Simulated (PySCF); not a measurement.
Electron correlation in Mn (manganese, neutral)

[Ar] 3d4 4s2 4p1, one real determinant (an excited configuration). Calculation: PySCF 2.14, in def2-TZVPPD (6s6p4d2f1g, 67 functions); no relativity, point nucleus. Frozen: [Ne]; 15 electrons correlated.

| level | correlation energy (mhartree) |
| --- | --- |
| CCSD | -428.81 |
| (T) | -40.35 |
| CCSD(T) | -469.16 |

Diagnostics: T1 = 0.036, D1 = 0.1874, largest double amplitude 0.330.

The real determinant used has ⟨L²⟩ near 8 against 12 for a pure F term, so it mixes terms. T1 exceeds 0.03, a sign that the reference determinant is poor. A double-excitation amplitude exceeds 0.15, a sign of near-degeneracy.

Cost of the coupled-cluster step: roughly 70 core-seconds, for 15 correlated electrons.

The reference is one real determinant that mixes LS terms of this configuration.

This basis was not built for core-valence correlation, so the inner-shell part is incomplete.
